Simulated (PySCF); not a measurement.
TiFH3, SMILES [F][TiH3], multiplicity 1.

Coordinates come from a PBE0-D3(BJ)/def2-TZVP optimisation. The spin state was assumed, not searched. The structure was generated by enumeration; whether it is a known compound was not checked.

Method: CAM-B3LYP/def2-TZVPD (PySCF).

Isolated molecule, no solvent.

Computed frontier levels, gap, dipole moment and polarisability:
- highest occupied level = -10.59 eV
- lowest empty level = -1.84 eV
- orbital gap = 8.75 eV
- dipole moment = 0.71 D
- quadrupole, principal values (traceless, Buckingham form, about the centre of nuclear charge) = -0.41, 0.21, 0.21 D·Å
- mean static polarisability = 44.1 bohr³ (6.54 Å³)
- polarisability, principal values = 40.1, 46.2, 46.2 bohr³
